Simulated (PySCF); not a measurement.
# Vertical excitation energies

Compound: C6H9FOSi.
Geometry (PBE0-D3(BJ)/def2-SVP, Å), atoms numbered from 1 in this order:
```
atom  x, y, z in Å
C1     3.9099    0.3762   -0.5467
C2     2.4866    0.6395   -0.4717
C3     1.2874    0.8488   -0.4032
Si4   -0.4952    1.1835   -0.3376
O5    -1.1732    0.9270    1.1781
C6    -2.1247   -0.1210    1.1873
C7    -2.7041   -0.2648   -0.2219
C8    -1.5483   -0.1604   -1.2051
F9    -0.8372   -1.3542   -1.2111
H10    4.4777    1.3051   -0.7109
H11    4.2702   -0.0832    0.3869
H12    4.1369   -0.3147   -1.3736
H13   -0.7635    2.5759   -0.7933
H14   -1.6405   -1.0653    1.4946
H15   -2.9061    0.1134    1.9274
H16   -3.2560   -1.2094   -0.3548
H17   -3.4040    0.5659   -0.4188
H18   -1.8916    0.0440   -2.2319
```

The calculation used PySCF 2.14.0, density-fitted response routines, TDDFT B3LYP/def2-SVPD, vertical, gas phase, core orbitals frozen in the response.

List the vertical singlet excitations with oscillator strengths and describe the spectrum.

```
state  E (eV)  λ (nm)  ν̃ (cm⁻¹)       f  |μ| (D)   main configurations (H = HOMO, L = LUMO)
   S1    5.57   222.5      44950  0.0049     0.48                     H→L (51%), H-1→L (41%)
   S2    5.85   212.0      47170   0.013     0.75      H-1→L (41%), H→L (22%), H-1→L+1 (16%)
   S3    6.02   205.8      48590  0.0074     0.57  H→L+1 (46%), H-1→L+1 (31%), H-2→L+1 (11%)
   S4    6.35   195.3      51200   0.026     1.04                     H-2→L (73%), H→L (11%)
   S5    6.75   183.6      54460   0.050     1.40    H-2→L+1 (39%), H→L+1 (20%), H→L+2 (18%)
   S6    6.79   182.6      54760   0.032     1.12                 H-3→L (74%), H-2→L+1 (11%)
   S7    6.87   180.5      55400  0.0037     0.38                 H→L+2 (66%), H-2→L+1 (21%)
   S8    7.03   176.5      56670   0.015     0.75                              H-1→L+2 (86%)
   S9    7.13   173.9      57510   0.061     1.50  H-3→L+1 (54%), H→L+3 (16%), H-2→L+1 (11%)
  S10    7.28   170.3      58720   0.037     1.16                 H→L+3 (67%), H-3→L+1 (19%)
```

Triplets (Tamm–Dancoff): T1 4.77 eV, H→L (33%), H-1→L (16%), H-2→L (15%); T2 5.13 eV, H-1→L (46%), H→L (25%), H-1→L+1 (10%); T3 5.21 eV, H-1→L+1 (31%), H→L+1 (26%), H-1→L (11%); T4 5.78 eV, H→L+1 (30%), H-1→L+1 (27%), H-1→L (12%).

The lowest singlet lies at 5.57 eV (222 nm, ultraviolet) and is very weak; its leading configuration is HOMO→LUMO (51%). The most intense listed level is S9 at 7.13 eV (174 nm, f = 0.061), 1.56 eV above S1. Löwdin shares by element: HOMO carbon 53% or more, oxygen 12% (atoms not listed hold the other 35%); LUMO carbon 44% or more, silicon 23%, oxygen 7% (atoms not listed hold the other 27%). The oscillator strengths of these states sum to 0.249; summed over the whole spectrum of an exact calculation they would give the number of electrons, 76 (Thomas–Reiche–Kuhn). The listed states span 1.71 eV, and the widest gap between neighbours is 0.40 eV (S4 to S5). Orbital energies (eV): HOMO-3 -8.25, HOMO-2 -7.93, HOMO-1 -7.60, HOMO -7.35, LUMO -0.48, LUMO+1 -0.08, LUMO+2 0.34. The vertical ionisation energy (ΔSCF) is 9.22 eV, 1.94 eV above S10. Only the lowest 10 singlets were computed, as vertical energies without vibronic structure.

Hardware: Arm Neoverse N1, one thread, on a shared host. Cost: 13 min wall, 1.0 GiB resident at most.

One conformer stands for the species.
